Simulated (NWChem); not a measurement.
All runs are NWChem calculations. System: silicon dioxide molecule (O2Si), charge 0, spin multiplicity 1, at a geometry optimised with PBE/def2-SVP. Level: G0W0@PBE/def2-TZVP, RI basis def2-tzvp-rifit.

Job file:

```
start mol
memory heap 200 mb stack 700 mb global 1700 mb
geometry units angstroms nocenter noautoz
  O      0.000000     0.000000    -1.540609
  Si     0.000000     0.000000     0.000000
  O      0.000000     0.000000     1.540609
  symmetry group D2h
end
basis spherical
  * library def2-tzvp
end
basis "ri basis" bse spherical
  * library def2-tzvp-rifit
end
dft
  xc xpbe96 cpbe96
  iterations 100
  direct
  tolerances tight
end
task dft energy
gw
  states alpha occ 4 vir 2
end
task dft gw
```

Part of the output:

```
             Northwest Computational Chemistry Package (NWChem) 7.3.0
             --------------------------------------------------------

                                NWChem Input Module
                                -------------------

 Scaling coordinates for geometry "geometry" by  1.889725989
 (inverse scale =  0.529177249)

 Turning off AUTOSYM since
 SYMMETRY directive was detected!

                             Geometry "geometry" -> ""
                             -------------------------

 Output coordinates in angstroms (scale by  1.889725989 to convert to a.u.)

  No.       Tag          Charge          X              Y              Z
 ---- ---------------- ---------- -------------- -------------- --------------
    1 O                    8.0000     0.00000000     0.00000000    -1.54060900
    2 Si                  14.0000     0.00000000     0.00000000     0.00000000
    3 O                    8.0000     0.00000000     0.00000000     1.54060900

 Effective nuclear repulsion energy (a.u.)      87.9323538574

            Nuclear Dipole moment (a.u.)
            ----------------------------
        X                 Y               Z
 ---------------- ---------------- ----------------
     0.0000000000     0.0000000000     0.0000000000

      Symmetry information
      --------------------

 Group name             D2h
 Group number             26
 Group order               8
 No. of unique centers     2

      Symmetry unique atoms

     1    2


 Summary of "ao basis" -> "" (spherical)
 ------------------------------------------------------------------------------
       Tag                 Description            Shells   Functions and Types
 ---------------- ------------------------------  ------  ---------------------
 *                         def2-tzvp                  on all atoms

 new library libraries.bse/

 Summary of "ri basis" -> "" (spherical)
 ------------------------------------------------------------------------------
       Tag                 Description            Shells   Functions and Types
 ---------------- ------------------------------  ------  ---------------------
[...]
           0.000000000000         271.140460418421           0.000000000000
           0.000000000000           0.000000000000           0.000000000000

     Multipole analysis of the density
     ---------------------------------

     L   x y z        total         alpha         beta         nuclear
     -   - - -        -----         -----         ----         -------
     0   0 0 0     -0.000000    -15.000000    -15.000000     30.000000

     1   1 0 0     -0.000000     -0.000000     -0.000000      0.000000
     1   0 1 0     -0.000000     -0.000000     -0.000000      0.000000
     1   0 0 1      0.000000      0.000000      0.000000      0.000000

     2   2 0 0    -15.178520     -7.589260     -7.589260      0.000000
     2   1 1 0      0.000000      0.000000      0.000000      0.000000
     2   1 0 1      0.000000      0.000000      0.000000      0.000000
     2   0 2 0    -15.178520     -7.589260     -7.589260      0.000000
     2   0 1 1      0.000000      0.000000      0.000000      0.000000
     2   0 0 2    -23.242819    -79.428096    -79.428096    135.613372

 Task  times  cpu:        2.3s     wall:        2.3s

                                NWChem Input Module
                                -------------------

                                 NWChem GW Module
                                 ----------------

                             ***********************
                             ***        GW       ***
                             ***********************

 Summary of "ri basis" -> "ri basis" (spherical)
 ------------------------------------------------------------------------------
       Tag                 Description            Shells   Functions and Types
 ---------------- ------------------------------  ------  ---------------------
 O                      def2-tzvp-rifit             22       76   8s6p4d3f1g
 Si                     def2-tzvp-rifit             29      113   9s7p6d5f2g

                 Memory Information
                 ------------------
          Available GA per process is          1699.9 MBs
          Available stack per process is        700.0 MBs
          Available heap per process is           0.0 MBs

          Peak memory in Initialization
              Peak GA per process is                  4.0 MBs
              Peak stack per process is               0.1 MBs
              Peak heap per process is                4.3 MBs
              Memory not in MA per process            0.0 MBs

          Peak memory in AFF Calculation
              Peak GA per process is                 18.0 MBs
              Peak stack per process is              12.1 MBs
              Peak heap per process is                0.0 MBs
              Memory not in MA per process           12.1 MBs

          Computing 2-center integrals
          Computing Inverse Cholesky factor
          Computing 3-center integrals
          Computing V_xc ...

          Computing Sigma_x
          Computing RPA polarizability
          Solving quasiparticle equations

                  Alpha Orbitals
          State     Energy (eV)     Error (eV)
          -----------------------------------
@GW        12        -12.414           0.002
@GW        13        -12.414           0.002
@GW        14        -11.519           0.002
@GW        15        -11.519           0.002
@GW        16         -1.319           0.002
@GW        17          1.523           0.004

   Applying  -3.2242 eV scissor-shift to rest of particle states

   Applying   3.2361 eV scissor-shift to rest of hole states

     GW Timing Statistics
   ------------------------
   Init.   :          0.0s
     ERIs  :          0.3s
     Distr.:          0.0s
     Vxc   :          0.0s
   Sigma_x :          0.0s
   RPA     :          0.2s
   Wmn     :          0.0s
   Sigma_c :          0.0s
   GW total:          0.6s

 Task  times  cpu:        0.6s     wall:        0.6s

 Total times  cpu:        2.9s     wall:        2.9s
```
